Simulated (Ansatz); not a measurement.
Correlation energies of CH6AlBTe (`CB[Te][AlH2]`) by basis set

```xyz
10

C    -0.3237    1.4444    0.0434
B     1.0708    0.8898    0.4321
Te    1.7173   -1.1655    0.4452
Al   -0.3893   -2.3190   -0.3640
H    -1.0671    0.7181   -0.2831
H    -0.7276    1.9976    0.9016
H    -0.1991    2.2008   -0.7420
H     1.9423    1.6309    0.7833
H    -0.3289   -3.8956   -0.4876
H    -1.6948   -1.5016   -0.7289
```

Total charge 0; spin multiplicity 1. Correlated methods include outer-core shells of Te, which these sets cover unevenly. Te takes the def2 core potential. The structure was optimised at the PBE0-D4/def2-TZVP level. It is one conformer, not always the lowest. Frozen core, restricted reference, Ansatz.

```tsv
basis	HF (Eh)	MP2 corr.	CCSD corr.	(T)	CCSD(T) total
def2-SVP	-574.86852	-0.41248	?	?	?
def2-TZVPP	-575.03321	-0.82568	-0.84073	-0.02675	-575.90069
def2-QZVPP	?	?	–	–	–
```

(1) Fill in the withheld values. (An estimate is asked.)

Answers

(1) The calculation gave: def2-SVP CCSD corr.: -0.46464; def2-SVP (T): -0.01434; def2-SVP CCSD(T) total: -575.34750; def2-QZVPP HF (Eh): -575.04475; def2-QZVPP MP2 corr.: -1.00923.
